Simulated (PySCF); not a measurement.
## Static response to an electric field

Species: C8H10Ge.
Cartesian coordinates in Å at the PBE0-D3(BJ)/def2-SVP level; atoms count from 1:
```
atom  x, y, z in Å
C1    -4.168    0.224   -0.829
C2    -3.040    0.318   -0.127
C3    -1.831   -0.553   -0.337
C4    -0.607    0.207   -0.572
C5     0.403    0.848   -0.759
C6     1.622    1.624   -0.986
C7     2.856    0.873   -0.758
C8     3.888    0.254   -0.573
Ge9    5.487   -0.722   -0.283
H10   -5.022    0.875   -0.623
H11   -4.281   -0.506   -1.637
H12   -2.954    1.066    0.669
H13   -2.009   -1.246   -1.177
H14   -1.680   -1.186    0.557
H15    1.626    2.015   -2.019
H16    1.618    2.514   -0.330
H17    5.182   -1.929    0.617
H18    6.036   -1.203   -1.635
H19    6.516    0.192    0.401
```

Level: B3LYP/def2-SVPD (PySCF), static field, nuclei fixed, core orbitals frozen in the response. The polarisability tensor in these axes (au):

```
x   191.10  -6.18   7.24
y    -6.18 109.19  -2.87
z     7.24  -2.87  95.82
```

Give the principal values, the mean and the anisotropy Δα = √{½[(α1 − α2)² + (α2 − α3)² + (α1 − α3)²]}.

Principal values 94.86, 109.11 and 192.14 au; mean 132.04 au = 19.57 Å³ = 21.77 × 10⁻⁴⁰ C²·m²/J; Δα = 91.00 au (69 % of the mean).

What is the dipole moment, and where does it point?

(-0.69, 0.22, 0.00) D, 0.73 D in size, pointing from the negative to the positive side. Measured along this direction, the outermost atoms are H19 and H18 at the negative end and H10 at the positive end.

Sum over states: ᾱ = Σ f/ω², ω in Eh. What share falls to these 10 lowest TDDFT singlets (eV, f)? 5.84, 0.0020; 6.02, 0.0017; 6.09, 0.0496; 6.16, 0.0045; 6.20, 0.0655; 6.44, 0.0122; 6.50, 0.0055; 6.52, 0.0367; 6.63, 0.0009; 6.67, 0.0023.

They add up to 3.43 au, 2.6 % of the 132.04 au; the largest single term is 1.26 au, from the state at 6.20 eV. Terms in order: 0.04, 0.03, 0.99, 0.09, 1.26, 0.22, 0.10, 0.64, 0.02, 0.04 au. Higher excitations give the rest. The strengths listed sum to 0.181.

Orientational against electronic polarisability at 273 K (dilute gas, rigid molecules)?

In Gaussian units μ²/3kT = 4.71 Å³ against 19.57 Å³, a ratio of 0.24; the Debye molar polarisation (4π/3)N_A(α + μ²/3kT) is 61.2 cm³/mol, leaving out the vibrational part.

Find the Langevin capture rate constant for NO+ (29.998 u) meeting this molecule (179.999 u), k = 2.342 × 10⁻⁹ cm³/s × √(α in Å³ / reduced mass in u).

The reduced mass is 25.71 u, so k = 2.04 × 10⁻⁹ cm³/s. The formula leaves out the permanent dipole, which adds to the capture rate.

Geometry: PBE0-D3(BJ)/def2-SVP, one conformer, isolated molecule. The calculation is non-relativistic, for germanium too.
